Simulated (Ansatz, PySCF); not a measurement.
Stretching the Ga1–H6 bond in GaGeH5 (SMILES [GaH2][GeH3]) (multiplicity 1 held, fragments rigid). Energies count from the point at 1.575 Å.
Geometry at that point (charge 0, multiplicity 1):
```xyz
7

Ga    -1.23044    -0.07769    -0.29200
Ge     1.15730     0.07023     0.27369
H      1.98202    -1.14288    -0.19966
H      1.78713     1.32897    -0.36154
H      1.35930     0.19977     1.79857
H     -2.21720     1.04515     0.20263
H     -1.80127    -1.26983    -1.14606
```

U- levels take the lowest unrestricted solution at each point, which mixes spins at long bonds. Active spaces are followed from a long bond inwards. Left out are points that failed, MP2 points in a non-variational dive below the minimum, coupled-cluster points behind a sign of a changed root (a jump of the amplitudes, or a one-step jump against full CI or MRCI), small-basis points behind a change of solution, and semi-empirical points at long bonds. Levels need not reach the same state.

Cores are frozen in the correlated methods. Filled d and f shells under p-block atoms count as core. Rows in LANL2DZ carry no dispersion term and start afresh at each structure. LANL2DZ brings its own core potentials from Na on.

Codes used: Ansatz (a program for electronic structure); PySCF for LANL2DZ rows. Each number belongs to the level named beside it.

Energies in kcal/mol.

```
R (Å)  U-PBE/cc-pVTZ  U-B3LYP/LANL2DZ  U-B3LYP/cc-pVTZ  U-wB97X-V/cc-pVTZ  U-SCS-MP2/cc-pVTZ  FIC-MRCISD+Q on CASSCF(2,2)/cc-pVTZ
-----  -------------  ---------------  ---------------  -----------------  -----------------  -----------------------------------
1.260           25.4             25.4             25.0               24.7               27.6                                 27.9
1.417            5.1              5.3              4.8                4.6                5.7                                  5.9
1.575            0.0              0.0              0.0                0.0                0.0                                  0.0
1.732            2.8              2.7              3.2                3.7                3.0                                  2.6
1.889            9.5              9.6             10.4               11.5               10.3                                  9.5
2.126           22.5             23.2             24.1               26.6               24.9                                 23.0
2.362           35.9             37.8             38.2               42.3               45.1                                 36.8
2.755           55.6             59.6             58.9               65.7               68.3                                 56.1
3.149           68.9             71.8             70.7               77.0               76.4                                 69.0
3.621           75.2             78.0             76.8               81.8               79.6                                 76.8
4.251           77.3         left out             79.5               83.3               80.7                                 80.3
5.038           77.6         left out             80.3               83.5               81.0                                 81.1
```

Doubts at one or more of the structures used: a spin-contaminated determinant (U-PBE/cc-pVTZ, U-B3LYP/LANL2DZ, U-B3LYP/cc-pVTZ, U-wB97X-V/cc-pVTZ, U-SCS-MP2/cc-pVTZ).
